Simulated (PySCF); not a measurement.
(1-methylcyclobutyl)silane (C5H12Si), SMILES C1CC(C)([SiH3])C1.

Geometry: B3LYP-D3(BJ)/def2-SVP.

Two levels are set side by side: PBE/def2-TZVP (PySCF) and r2SCAN/def2-TZVP (PySCF). Same geometry, gas phase. Differences are taken from unrounded values.

```tsv
quantity	PBE
orbital gap (eV)	6.41
highest occupied level (eV)	-6.52
lowest empty level (eV)	-0.11
dipole moment (D)	0.90
```

These are the PBE values. What does r2SCAN give? (An estimate is asked for; the answer gives what the named calculation found.)


| quantity | r2SCAN | PBE minus r2SCAN |
|---|---|---|
| orbital gap (eV) | 7.06 | -0.65 |
| highest occupied level (eV) | -6.72 | 0.21 |
| lowest empty level (eV) | 0.33 | -0.44 |
| dipole moment (D) | 0.90 | 0.00 |

Rough cost on one machine, each run with all the roots and properties that it gave: r2SCAN against PBE about 3 times.
